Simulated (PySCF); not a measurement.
# One molecule, many functionals

Trimethylsilane, C₃H₁₀Si.
Structure used (PBE0-D3(BJ)/def2-SVP), in Å, numbered top down from 1:
```xyz
14
C3H10Si angstrom
C      0.1117    1.7152   -0.4839
Si    -0.0880    0.1071    0.4735
C     -1.5445   -0.8745   -0.2039
C      1.4904   -0.9126    0.3611
H     -0.7953    2.3359   -0.4156
H      0.3022    1.5119   -1.5501
H      0.9555    2.3080   -0.0975
H     -0.3524    0.4321    1.9153
H     -1.7006   -1.8028    0.3676
H     -1.3707   -1.1512   -1.2564
H     -2.4765   -0.2897   -0.1581
H      1.7106   -1.1737   -0.6866
H      2.3536   -0.3562    0.7588
H      1.4024   -1.8504    0.9315
```

Linear-response calculations in the def2-SVPD basis (PySCF; singlets by full response, triplets Tamm–Dancoff, core orbitals frozen in the response; HF means time-dependent Hartree–Fock). 'Strongest' is the level of largest summed f among the singlets computed (10 roots, of which the last may lack a degenerate partner); it can jump between rows when another state enters that window. S1 is the lowest singlet of each run and needn't be the same state throughout; f(S1) is that of one state. Isolated species at its PBE0-D3(BJ)/def2-SVP geometry, gas phase.

| functional | kind | S1 (eV) | f(S1) | strongest (eV) | T1 (eV) | HOMO (eV) | gap (eV) | ionisation energy, ΔSCF (eV) |
| --- | --- | --- | --- | --- | --- | --- | --- | --- |
| LDA | LDA | 7.24 | 0.000 | 7.94 | 7.15 | -7.32 | 7.20 | 10.44 |
| PBE | GGA | 7.26 | 0.034 | 7.99 | 7.14 | -7.26 | 7.22 | 10.14 |
| B3LYP | global hybrid, 20% exact exchange | 7.79 | 0.058 | 8.54 | 7.63 | -8.35 | 8.70 | 10.83 |
| PBE0 | global hybrid, 25% exact exchange | 8.04 | 0.066 | 8.73 | 7.84 | -8.56 | 9.19 | 10.53 |
| BHandHLYP | global hybrid, 50% exact exchange | 8.50 | 0.098 | 8.50 | 8.25 | -9.81 | 10.90 | 11.05 |
| CAM-B3LYP | range-separated hybrid | 8.23 | 0.088 | 8.23 | 8.00 | -9.96 | 11.21 | 10.75 |
| HF | Hartree–Fock | 9.41 | 0.170 | 9.41 | 8.84 | -11.75 | 14.33 | not settled |

S1 runs from 7.24 eV (LDA) to 9.41 eV (HF), a spread of 2.16 eV, while the orbital gap spreads over 7.1 eV. Along PBE (0%), B3LYP (20%), PBE0 (25%), BHandHLYP (50%), HF (100%) S1 rises with the share of exact exchange. −ε(HOMO) comes closest to its own ΔSCF ionisation energy with CAM-B3LYP (-0.79 eV) and misses most with LDA (-3.13 eV). 'Not settled' means that the ion's SCF failed to converge or may have ended in another state than the lowest.
